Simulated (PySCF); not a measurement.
Levels of Ta⁴⁺ from EOM-EA-GCCSD

Reference: closed-shell Ta⁵⁺, [Xe] 4f14; one electron is added. Calculated with PySCF 2.14, two-component X2C-1e with screened spin-orbit coupling, x2c-TZVPPall-2c with one added diffuse shell each of s, p, d, f type (12s12p11d4f1g, 140 functions); frozen [Kr] 4d10; the 34 highest virtual spinors dropped; of the others 108 kept and the rest restored at second order. No Breit or QED terms. Binding energies in eV.

| level | Koopmans | second order | EOM-CCSD |
| --- | --- | --- | --- |
| 5d3/2 | 46.775 | 47.809 | 47.733 |
| 5d5/2 | 45.990 | 46.936 | 46.873 |
| 6s1/2 | 40.663 | 41.646 | 41.598 |
| 6p1/2 | 34.137 | 34.898 | 34.878 |
| 6p3/2 | 32.551 | 33.185 | 33.171 |
| 6d3/2 | 22.832 | 23.209 | 23.197 |
| 6d5/2 | 22.554 | 22.921 | 22.918 |
| 5f5/2 | 21.387 | 21.988 | 22.029 |

Electric-dipole lines between these computed levels:

```
lower  upper  ΔE (eV)  vacuum wavelength (nm)
5d3/2  6p1/2   12.855                   96.45
5d3/2  6p3/2   14.562                   85.14
5d3/2  5f5/2   25.704                   48.24
5d5/2  6p3/2   13.703                   90.48
5d5/2  5f5/2   24.845                   49.90
6s1/2  6p1/2    6.720                   184.5
6s1/2  6p3/2    8.428                   147.1
6p1/2  6d3/2   11.681                   106.1
6p3/2  6d3/2    9.974                   124.3
6p3/2  6d5/2   10.252                   120.9
6d3/2  5f5/2    1.168                    1061
6d5/2  5f5/2    0.890                    1394
```

For comparison, the ionisation energy of Ta⁴⁺ is 48.272 ± 0.025 eV (semi-empirical (NIST evaluation); NIST Atomic Spectra Database, ionization energies).

Gaps of this size point to the basis (12s12p11d4f1g), which has few functions of high l to correlate and polarise the inner shells.

The highest levels are limited by the diffuse functions of the basis.
